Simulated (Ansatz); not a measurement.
The cluster Cu₄⁻. The state is a doublet with charge -1. Geometry r2SCAN-D4/def2-SVPD; atoms count from 1.

```xyz
4

Cu   -1.100    0.987   -1.326
Cu    1.100   -0.987    1.326
Cu    0.746   -0.315   -0.853
Cu   -0.746    0.315    0.853
```

The highest occupied level of the charge -1 doublet lies above zero (up to 0.02 eV). By energy differences its removal costs 1.34 eV (vertical, to the charge 0 singlet, at PBE0-D4/def2-TZVPD); a positive level beside a positive removal energy at the same level points to self-interaction error. The structure comes from a short search, and lower isomers may exist.

**Question.** Estimate the Mulliken populations from the PBE0/def2-TZVPD orbitals of Ansatz.

**Answer.** 
```csv
atom,charge (e),spin (α − β),d electrons
Cu1,-0.20,0.05,9.92
Cu2,-0.20,0.05,9.92
Cu3,-0.30,0.45,9.87
Cu4,-0.30,0.45,9.87
```
Mulliken values and Mayer orders depend strongly on the basis. With diffuse functions, as here, like atoms can get unlike values, and bond orders can come out too low or too high.

**Question.** Where does the spin sit?

**Answer.** Summed by element: Cu 1.00, of 1 unpaired in all. Largest on single atoms: Cu4 0.45, Cu3 0.45, Cu2 0.05.

**Question.** And the Mayer bond orders between bonded heavy atoms (over 0.3)?

**Answer.** Cu1–Cu3 0.70 (2.31 Å); Cu1–Cu4 0.70 (2.31 Å); Cu2–Cu3 0.70 (2.31 Å); Cu2–Cu4 0.70 (2.31 Å); Cu3–Cu4 0.71 (2.35 Å). Values over 0.3 also appear between atoms too far apart for a bond (Cu1–Cu2 0.35 at 3.97 Å); they arise where an orbital or an unpaired electron spreads over both atoms.
